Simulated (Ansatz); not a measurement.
B(NH2tBu)Me3 (C₇H₂₀BN). Total charge 0; triplet. Geometry r2SCAN-D4/def2-SVP, that of the neutral singlet; atoms count from 1.

```xyz
29

B    -0.720    0.317    1.240
N    -0.102    0.634   -0.330
C     0.698   -0.242   -1.258
C     0.944    0.560   -2.541
C     2.031   -0.591   -0.599
C    -0.099   -1.504   -1.575
H    -0.940    0.934   -0.838
H     0.432    1.498   -0.188
H    -0.006    0.835   -3.030
H     1.531   -0.032   -3.260
H     1.506    1.486   -2.333
H     2.585    0.317   -0.310
H     1.886   -1.202    0.300
H     2.655   -1.155   -1.310
H    -0.243   -2.121   -0.679
H    -1.093   -1.259   -1.983
H     0.439   -2.099   -2.329
C     0.508    0.017    2.254
H     1.344    0.739    2.182
H     0.940   -0.997    2.175
H     0.128    0.100    3.289
C    -1.821   -0.871    1.152
H    -2.411   -0.863    2.086
H    -1.403   -1.890    1.071
H    -2.555   -0.750    0.332
C    -1.417    1.761    1.544
H    -2.228    2.027    0.836
H    -0.705    2.610    1.558
H    -1.884    1.742    2.544
```

At PBE0-D4/def2-TZVP a singlet of charge 0 lies 6.61 eV below the triplet at the same geometry.

Problem. Estimate the Mulliken populations from the PBE0/def2-TZVP orbitals of Ansatz.

Solution. 
```json
{"atom": "B1", "charge (e)": "-0.93", "spin (α − β)": "1.08"}
{"atom": "N2", "charge (e)": "0.08", "spin (α − β)": "-0.23"}
{"atom": "C3", "charge (e)": "0.01", "spin (α − β)": "0.05"}
{"atom": "C4", "charge (e)": "-0.22", "spin (α − β)": "-0.15"}
{"atom": "C5", "charge (e)": "-0.21", "spin (α − β)": "-0.13"}
{"atom": "C6", "charge (e)": "-0.21", "spin (α − β)": "-0.13"}
{"atom": "H7", "charge (e)": "0.05", "spin (α − β)": "0.25"}
{"atom": "H8", "charge (e)": "0.04", "spin (α − β)": "0.26"}
{"atom": "H9", "charge (e)": "0.06", "spin (α − β)": "0.09"}
{"atom": "H10", "charge (e)": "0.10", "spin (α − β)": "0.03"}
{"atom": "H11", "charge (e)": "0.06", "spin (α − β)": "0.09"}
{"atom": "H12", "charge (e)": "0.06", "spin (α − β)": "0.08"}
{"atom": "H13", "charge (e)": "0.08", "spin (α − β)": "0.03"}
{"atom": "H14", "charge (e)": "0.10", "spin (α − β)": "0.04"}
{"atom": "H15", "charge (e)": "0.08", "spin (α − β)": "0.03"}
{"atom": "H16", "charge (e)": "0.07", "spin (α − β)": "0.08"}
{"atom": "H17", "charge (e)": "0.10", "spin (α − β)": "0.04"}
{"atom": "C18", "charge (e)": "-0.22", "spin (α − β)": "-0.10"}
{"atom": "H19", "charge (e)": "0.09", "spin (α − β)": "0.07"}
{"atom": "H20", "charge (e)": "0.13", "spin (α − β)": "0.09"}
{"atom": "H21", "charge (e)": "0.12", "spin (α − β)": "0.03"}
{"atom": "C22", "charge (e)": "-0.20", "spin (α − β)": "-0.10"}
{"atom": "H23", "charge (e)": "0.12", "spin (α − β)": "0.03"}
{"atom": "H24", "charge (e)": "0.13", "spin (α − β)": "0.09"}
{"atom": "H25", "charge (e)": "0.09", "spin (α − β)": "0.07"}
{"atom": "C26", "charge (e)": "0.21", "spin (α − β)": "-0.07"}
{"atom": "H27", "charge (e)": "0.06", "spin (α − β)": "0.16"}
{"atom": "H28", "charge (e)": "0.05", "spin (α − β)": "0.17"}
{"atom": "H29", "charge (e)": "0.12", "spin (α − β)": "0.05"}
```
Mulliken values and Mayer orders depend strongly on the basis.

Problem. Where does the spin sit?

Solution. Summed by element: B 1.08, N -0.23, C -0.63, H 1.78, of 2 unpaired in all. Largest on single atoms: B1 1.08, H8 0.26, H7 0.25.

Problem. And the Mayer bond orders between bonded heavy atoms (over 0.3)?

Solution. B1–C18 0.62 (1.62 Å); B1–C22 0.59 (1.62 Å); N2–C3 0.84 (1.51 Å); C3–C4 1.02 (1.53 Å); C3–C5 1.01 (1.53 Å); C3–C6 1.01 (1.53 Å).
